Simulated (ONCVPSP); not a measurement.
# Configuration tests for bromine (ONCV)

```
Element                 : bromine
Generator               : ONCVPSP 4.0.1
Type                    : optimised norm-conserving Vanderbilt (ONCV)
Functional              : PBEsol
Relativity              : scalar-relativistic
Frozen core             : [Ar] 3d10
Valence charge          : 7
Reference configuration : 4s2 4p5
Partial waves           : 4s: rc 1.25 bohr, ncon 4, nbas 7, qcut 6.4 1/bohr, 1 projector; 4p: rc 1.25 bohr, ncon 4, nbas 7, qcut 6 1/bohr, local
Local potential         : the p channel
Core correction         : Teter function, fcfact 2.25, rcfact 1.75
```

Energies are relative to the spin-unpolarised reference configuration 4s2 4p5; without spin polarisation the order of configurations can differ from experiment.

(1) Give the all-electron excitation energy and the error of the potential for: 4s2 4p4; 4s2 4p3; 4s2 4p2; 4s2 4p1.

Levels in the configuration 4s2 4p3:

```json
{"level": "4s", "all-electron (eV)": "-41.859", "pseudo (eV)": "-41.930"}
{"level": "4p", "all-electron (eV)": "-28.244", "pseudo (eV)": "-28.316"}
```

Note: ghosts flagged at negative energy: s at -31837.6 eV; no localised positive-energy state flagged. A true bound ghost makes a file unfit for plane-wave use.

Answers

(1)

| valence configuration | charge | ΔE all-electron (eV) | error AE − PS (meV) |
| --- | --- | --- | --- |
| 4s2 4p4 | +1 | 12.554 | -7.5 |
| 4s2 4p3 | +2 | 35.325 | -50 |
| 4s2 4p2 | +3 | 69.335 | -185 |
| 4s2 4p1 | +4 | 115.400 | -506 |
